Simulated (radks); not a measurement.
The numbers below are computed, except where a source is named.
Charge is removed step by step from the 2p up level of N, starting from [He] 2s2 2p(up 3, down 0). Code: a radial shooting solver on a logarithmic mesh with Libxc functionals. Model: non-relativistic Kohn-Sham, r2SCAN, spin-polarised, spherical densities, point nucleus; meta-GGA in the generalised Kohn-Sham scheme.

removed (e)  E - E(0) (eV)  eigenvalue (eV)  E minus straight line (eV)
0                    0.000           -8.896                       0.000
0.125                1.208          -10.440                      -0.727
0.25                 2.612          -12.033                      -1.257
0.375                4.218          -13.673                      -1.585
0.5                  6.032          -15.359                      -1.706
0.625                8.060          -17.088                      -1.613
0.75                10.306          -18.860                      -1.301
0.875               12.776          -20.673                      -0.765
1                   15.476          -22.526                       0.000

Removing the whole electron costs 15.476 eV by Delta-SCF, against 8.896 eV from minus the eigenvalue at the starting occupation. Slater's transition state (half an electron removed) gives 15.359 eV. Integrating minus the eigenvalue over the occupation (Janak's theorem) gives 15.476 eV. The mean slope of the eigenvalue, de/dn, is 13.6 eV per electron. Ionisation energy of N in the NIST Atomic Spectra Database: 14.534 eV (measured).
